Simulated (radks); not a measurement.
The table gives one normalised radial function P(r) = r R(r) of Fe2+ in [Ar] 3d5.5 4s0.5 (r in bohr). Method: scalar-relativistic Kohn-Sham, PBE, spin-polarised, spherical densities, finite nucleus; open shells are filled with parallel spins first; Fermi nuclear charge, rms radius 3.7377 fm; computed with a radial shooting solver on a logarithmic mesh with Libxc functionals.

r,P
0.004249,0.0038
0.005533,0.0062
0.007263,0.0102
0.009457,0.0166
0.01231,0.0269
0.01603,0.0430
0.02088,0.0680
0.02719,0.1055
0.0354,0.1600
0.0461,0.2352
0.06002,0.3317
0.07879,0.4461
0.1026,0.5510
0.1336,0.6112
0.1739,0.5717
0.2265,0.3792
0.2949,0.0163
0.384,-0.4590
0.5001,-0.9058
0.6512,-1.1525
0.8547,-1.1011
1.113,-0.8200
1.449,-0.4751
1.887,-0.2073
2.457,-0.0641
3.199,-0.0128
4.166,-0.0015
5.425,-0.0001
7.064,0.0000

Which n and l does it have? It may be an empty orbital.

Answer. n = 3, l = 1: the number of nodes gives n - l - 1 = 1, the rise at small r (about r^(l+1)) gives l, and the extent must fit the shell. The curve is that of 3p up; the table hardly tells the two spins apart. 3p up: eigenvalue -83.595 eV, 1 radial node at r = 0.298 bohr, <r> = 0.851 bohr, 90 % of the charge inside 1.31 bohr.
